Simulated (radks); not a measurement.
Charge is removed step by step from the 3s down level of Ar, starting from [Ne] 3s(up 1, down 1) 3p6. All-electron calculation, scalar-relativistic Kohn-Sham, LDA (Slater exchange, Perdew-Wang correlation), spin-polarised, spherical densities, point nucleus. Program: a radial shooting solver on a logarithmic mesh with Libxc functionals.

removed (e)  E - E(0) (eV)  eigenvalue (eV)  E minus straight line (eV)
0                    0.000          -24.263                       0.000
0.25                 6.433          -27.217                      -1.149
0.5                 13.616          -30.269                      -1.546
0.75                21.573          -33.407                      -1.170
1                   30.325          -36.620                       0.000

Removing the whole electron costs 30.325 eV by Delta-SCF, against 24.263 eV from minus the eigenvalue at the starting occupation. Slater's transition state (half an electron removed) gives 30.269 eV. Integrating minus the eigenvalue over the occupation (Janak's theorem) gives 30.327 eV. In this scalar-relativistic scheme the density is built from large components alone, so the theorem holds only approximately. The mean slope of the eigenvalue, de/dn, is 12.4 eV per electron.
